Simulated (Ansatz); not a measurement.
Consider the hydrogenolysis of a Ga–C bond: `C#[C][GaH][CH3]` + H₂ → `C#[C][GaH2]` + CH₄.

Gas-phase electronic energies from Ansatz, PBE0-D4/def2-TZVP geometries. CCSD(T)/CBS is the MP2 limit (def2-TZVPP, def2-QZVPP) plus CCSD(T) − MP2 in def2-TZVPP, frozen cores. This one scheme is used for every species. Functionals use def2-TZVPP. B3LYP here is the variant with VWN-RPA as its local correlation; programs differ in this. For Ga outer-core shells are correlated without core-valence functions, which leaves a few kJ/mol of doubt a bond. Scalar relativity is left out up to krypton.

Question: Is it downhill or uphill in electronic energy at CCSD(T)/CBS, and by how much? (Best estimate.)

Answer: The calculation gave: Downhill: ΔE = -27.1 kJ/mol.

Question: What do these levels give: LDA (SPW92), revPBE-D4, B3LYP-D4, PBE, B3LYP, CCSD/def2-TZVPP? (Estimate.)

Answer: The calculation gave: LDA (SPW92) -30.6, revPBE-D4 -27.4, B3LYP-D4 -34.6, PBE -33.5, B3LYP -41.0, CCSD/def2-TZVPP -34.5 kJ/mol.

Largest T1 diagnostic among the species: 0.014.

The D4 term adds +6.4 kJ/mol with B3LYP and +3.5 kJ/mol with PBE0; it sums over pairs of atoms, weighted by their polarisabilities, and B3LYP, whose exchange is more repulsive, gets the larger term. Leaving LDA and LC-ωPBE aside and taking each functional with its dispersion term where it has one, the values, not all of them listed here, spread over 19.0 kJ/mol, from B97M-V to revPBE-D4.
